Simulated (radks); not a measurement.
Neutral helium inside a hard spherical wall (all orbitals vanish at R), configuration held at [He] and not refilled when levels cross. Calculated with a radial shooting solver on a logarithmic mesh with Libxc functionals: non-relativistic Kohn-Sham, r2SCAN, spin-unpolarised, spherical densities, point nucleus; meta-GGA in the generalised Kohn-Sham scheme. Eigenvalues in eV, with the zero of energy where the potential of the charges vanishes at infinity; a dash marks a level that is unbound or too diffuse for the functional's potential to be trusted. A positive occupied level is held by the wall or, in an anion where self-interaction has pushed it up, behind a barrier. The pressure on the wall is -dE/dV.

R (bohr)  E (hartree)  kinetic (hartree)    e(1s)  e(2s, empty)  e(2p, empty)  pressure (GPa)
free         -2.90496              2.873  -16.537             -             -               0
15           -2.90496              2.873  -16.537             -             -        < 0.0001
10           -2.90496              2.873  -16.537             -             -        < 0.0001
3.5          -2.89361              2.947  -15.877        21.126        16.581            4.69
3            -2.87148              3.056  -14.950        31.154        22.409            18.9
2.5          -2.80528              3.320  -12.747        49.591        32.764            82.2
2            -2.59951              3.963   -7.298        86.803        53.071             409
